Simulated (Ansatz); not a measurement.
Calculated with Ansatz (gas phase, PBE0-D4/def2-TZVP geometries, no zero-point term in ΔE). CBS: MP2 limit from def2 TZ/QZ plus the TZ coupled-cluster correction, frozen cores. This one scheme is used for every species, atoms too. DFT in def2-TZVPP. No spin–orbit coupling; open shells (•) take unrestricted orbitals. Spin–orbit coupling would lower the free atoms: a little for Al, O, Si. Each species was taken in one conformer, which may not be the lowest.

Consider the atomization: `[OH][Al]([OH])[SiH3]` → Al• + 5 H• + 2 O• + Si•.

**Question.** What is ΔE at CCSD(T)/CBS? (Estimate.)

**Answer.** The calculation gave: +3071.8 kJ/mol.

**Question.** What do these levels give: B97M-V, CAM-B3LYP-D4, PBE-QIDH, r2SCAN, r2SCAN0, CAM-B3LYP? (Estimate.)

**Answer.** Computed: B97M-V 3052.9, CAM-B3LYP-D4 3056.2, PBE-QIDH 2995.7, r2SCAN 3048.9, r2SCAN0 2988.6, CAM-B3LYP 3043.1 kJ/mol.

Largest T1 diagnostic among the species: 0.018.

In def2-TZVPP, CCSD(T) changes the Hartree–Fock value by +774.2 kJ/mol (the triples alone add +39.9 kJ/mol) and MP2 by +823.4 kJ/mol; breaking electron pairs costs correlation energy, which Hartree–Fock lacks. From BLYP to BHLYP (50 % exact exchange), in def2-TZVPP and without D4, ΔE moves by −71.0 kJ/mol: exact exchange takes away binding that semilocal exchange gives to molecules. Leaving LDA and LC-ωPBE aside and taking each functional with its dispersion term where it has one, the values, not all of them listed here, spread over 114.1 kJ/mol, from BHLYP-D4 to ωB97X-V. LDA lies +401.6 kJ/mol from PBE without D4, its usual overbinding.

For atomizations the MP2-based limit and the directly extrapolated one differ by several kJ/mol either way, and by 10 to 25 for some Ge, Se and Sn compounds, so smaller differences from it don't rank the levels.
